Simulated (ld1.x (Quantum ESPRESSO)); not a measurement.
# What one change does to a pseudopotential (zinc (Zn), TM)

```
Element                 : zinc
Generator               : ld1.x (Quantum ESPRESSO) 7.5
Type                    : norm-conserving Troullier–Martins (Kleinman–Bylander form)
Functional              : PBE
Relativity              : scalar-relativistic
Frozen core             : [Ar]
Valence charge          : 12
Reference configuration : 3d9 4s0 4p0 (charge +3)
Partial waves           : 4s (bound, empty): rc 1.30 bohr; 4p (bound, empty): rc 2.05 bohr; 3d (bound): rc 1.15 bohr
Local potential         : the d channel
Core correction         : Bessel-smoothed model core inside 0.70 bohr
```

All-electron outer shells of the reference configuration (PBE, scalar-relativistic, ld1.x):

```csv
shell,level (eV),outermost node (bohr),outermost maximum (bohr)
3p,-125.06,0.25,0.59
3d,-50.72,–,0.56
4s,-35.56,0.83,1.77
4p,-26.64,0.89,2.04
```

Change: wave 3d (bound): rc 1.15 bohr becomes 3d (bound): rc 1.32 bohr.

Cutoffs: the cutoffs (Ry, on a coarse ladder) from which the occupation-weighted sum of valence levels, in a spherical-Bessel basis at the reference potential, stays within 10 and 1 mRy of its value at 400 Ry; they do not see the model core or the augmentation charge, which bear on the density cutoff. Errors are all-electron minus pseudo energies relative to the spin-unpolarised reference configuration.

Question: What does the change do?

Answer: Both files keep a bound ghost (p, s); of the 7 tests that both files solve, the error grows in 5 and shrinks in 1 by more than 15 % and 0.3 meV (median size 90.9 → 141.8 meV).

| quantity | base | changed |
| --- | --- | --- |
| cutoff, loose | 200 Ry | 160 Ry |
| cutoff, tight | over 300 Ry | 300 Ry |
| bound ghosts | s, p | s, p |
| error for 3d10 4s2 4p0, meV [ΔE -68.86 eV] | -79 | -138 |
| error for 3d10 4s1 4p0, meV [ΔE -58.98 eV] | -147 | -193 |
| error for 3d10 4s0 4p0, meV [ΔE -40.53 eV] | -217 | -242 |
| error for 3d9 4s2 4p1, meV [ΔE -56.62 eV] | +13 | +7.9 |
| error for 3d10 4s0 4p2, meV [ΔE -58.31 eV] | -86 | -128 |
| error for 3d10 4s1.5 4p0, meV [ΔE -64.92 eV] | -111 | -164 |
| error for 3d10 4s1 4p1, meV [ΔE -63.78 eV] | -91 | -142 |
| s: phases at 2.24 bohr within 0.05 rad from the reference energy up to (Ry; the scan ends near 5) | 0.3 | 0.8 |
| p: phases at 2.24 bohr within 0.05 rad from the reference energy up to (Ry; the scan ends near 5) | 2.5 | 2.9 |
| d: phases at 2.24 bohr within 0.05 rad from the reference energy up to (Ry; the scan ends near 5) | -0.9 | -1.2 |

 A true bound ghost makes a file unfit for plane-wave use even where its test errors are small: the radial tests pick states by their node count and pass the ghost by.
